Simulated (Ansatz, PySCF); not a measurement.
Reaction 2 R1 + R2 → 2 P1, each structure at its B3LYP-D3(BJ)/def2-TZVP stationary point, reached from a drawn start (curvature not checked).
R1, NbO (SMILES [O]=[Nb]) (charge 0, multiplicity 4, Z-matrix in Å and degrees):
```
Nb
O 1 1.6879
```
P1, NbO2 (SMILES [O]=[Nb]=[O]) (charge 0, multiplicity 2):
```csv
atom,x (Å),y (Å),z (Å)
Nb,0.0046,0.0060,-0.6939
O,1.3583,-0.0064,0.3560
O,-1.3629,0.0004,0.3380
```
R2, O2 (SMILES O=O) (charge 0, multiplicity 3):
```csv
atom,x (Å),y (Å),z (Å)
O,0.0000,0.0000,0.6022
O,0.0000,0.0000,-0.6022
```

P less R. No zero-point or thermal terms; open shells are unrestricted; no spin–orbit coupling. The spin states of the d-block species are the ones drawn and need not be the lowest.

Frozen-core correlation throughout.

Programs: Ansatz (Gaussian basis) for Hartree–Fock, density functionals and correlated methods; PySCF for the D3/D4 terms. No computed number here is a measurement. Elements past Kr take the def2 small-core potentials, without spin–orbit coupling.

Estimate the reaction energy that PBE-D3(BJ)/def2-TZVPP returns for this input.

-193.4 kcal/mol

Estimate the reaction energy that B2PLYP/def2-TZVPP returns for this input.

-195.5 kcal/mol

Predict the reaction energy from CCSD(T)/def2-TZVPP.

-183.0 kcal/mol

Ansatz is an electronic-structure program.
